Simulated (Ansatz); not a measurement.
CH₄AlBO, SMILES `C[B]1[O][AlH]1`, relaxed with RKS PBE0-D4/def2-TZVP in the Gaussian-basis code of Ansatz from a PBE-D4/def2-SVP geometry. The force threshold is 0.005 eV/Å; the program also tests the step.

Total charge 0; spin multiplicity 1.

Start:

```xyz
8

C     0.992   -0.317   -0.981
B    -0.115    0.070    0.042
O    -1.140    0.906    0.119
Al   -1.183    0.029    1.803
H     0.865    0.225   -1.942
H     0.984   -1.410   -1.174
H     1.994   -0.082   -0.565
H    -2.397    0.579    2.698
```

```tsv
step	energy (eV)	largest force (eV/Å)	largest move (Å)
1	-10417.3216	0.916	0.000
2	-10417.3518	0.426	0.024
3	-10417.3670	0.322	0.028
4 (rejected)	-10417.3670	0.169	0.028
5	-10417.3710	0.093	0.014
6	-10417.3725	0.135	0.034
7	-10417.3740	0.028	0.018
8	-10417.3742	0.021	0.009
9	-10417.3743	0.009	0.005
10	-10417.3743	0.015	0.003
11	-10417.3743	0.006	0.002
12	-10417.3743	0.004	0.006
13	-10417.3743	0.007	0.013
14	-10417.3743	0.003	0.005
```

End:

```xyz
8

C     0.995   -0.316   -0.972
B    -0.095    0.041    0.069
O    -1.145    0.858    0.094
Al   -1.207    0.108    1.746
H     0.860    0.241   -1.904
H     0.975   -1.387   -1.190
H     1.989   -0.101   -0.570
H    -2.372    0.555    2.725
```

Hardware: 2 threads of an Arm Neoverse V1 on a shared host. Wall time 42 s, peak host memory 0.29 GiB.
